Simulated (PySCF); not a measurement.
## How methods differ on the excitation energy of Si

Si [Ne] 3s2 3p2 (3P) → Si [Ne] 3s1 3p2 4s1 (5P), as a difference of total energies. Calculation: PySCF 2.14, in x2c-TZVPPall with one added diffuse shell each of s, p, d type (6s6p4d1f, 51 functions); scalar relativity by spin-free X2C-1e. Correlated levels: valence and next inner shell: 1s2 frozen. The calculations carry no spin-orbit coupling.

```json
{"method": "UHF", "excitation energy (cm⁻¹)": "69489"}
{"method": "MP2 (valence and next inner shell)", "excitation energy (cm⁻¹)": "79615"}
{"method": "SCS-MP2 (valence and next inner shell)", "excitation energy (cm⁻¹)": "82212"}
{"method": "CCSD (valence and next inner shell)", "excitation energy (cm⁻¹)": "81290"}
{"method": "CCSD(T) (valence and next inner shell)", "excitation energy (cm⁻¹)": "81882"}
```

The upper state lies above the first ionisation limit, but in LS coupling its spin forbids autoionisation to the ground ion. A Rydberg-like electron needs more diffuse functions than a valence basis has.

The promoted electron is Rydberg-like, and one or two diffuse shells describe it only roughly, which tends to raise the upper state.
